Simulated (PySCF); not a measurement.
SMILES CC/C=C\S (C₄H₈S), GFN2-xTB optimised geometry.

```
13

C      2.04    -0.97     1.43
C      1.49    -0.89     0.00
C      0.00    -0.89     0.00
C     -0.81     0.17     0.00
S     -0.37     1.87    -0.02
H      1.71    -0.11     2.01
H      1.69    -1.87     1.92
H      3.13    -0.98     1.42
H      1.85    -1.76    -0.57
H      1.88     0.01    -0.49
H     -0.47    -1.87     0.04
H     -1.88     0.06     0.01
H      0.95     1.70     0.02
```

Density from PBE/def2-TZVP in PySCF 2.14.0 at that geometry.

Minimum of the electron density along straight lines between bonded atoms, close to the bond critical point (lines longer than 1.1 times the sum of covalent radii, or with two minima, are not listed):

| bond | length / Å | ρ at the minimum / e bohr⁻³ | ∇²ρ there / e bohr⁻⁵ | position (fraction from the first atom) |
|---|---|---|---|---|
| C1–C2 | 1.531 | 0.238 | -0.55 | 0.50 |
| C2–C3 | 1.497 | 0.257 | -0.64 | 0.49 |
| C3–C4 | 1.326 | 0.348 | -1.03 | 0.49 |
| C4–S5 | 1.756 | 0.199 | -0.36 | 0.48 |
| C1–H6 | 1.088 | 0.278 | -0.93 | 0.64 |
| C1–H7 | 1.088 | 0.278 | -0.93 | 0.64 |
| C1–H8 | 1.088 | 0.277 | -0.93 | 0.64 |
| C2–H9 | 1.092 | 0.277 | -0.93 | 0.64 |
| C2–H10 | 1.094 | 0.275 | -0.92 | 0.64 |
| C3–H11 | 1.082 | 0.282 | -0.97 | 0.64 |
| C4–H12 | 1.079 | 0.286 | -1.00 | 0.65 |
| S5–H13 | 1.330 | 0.221 | -0.65 | 0.64 |
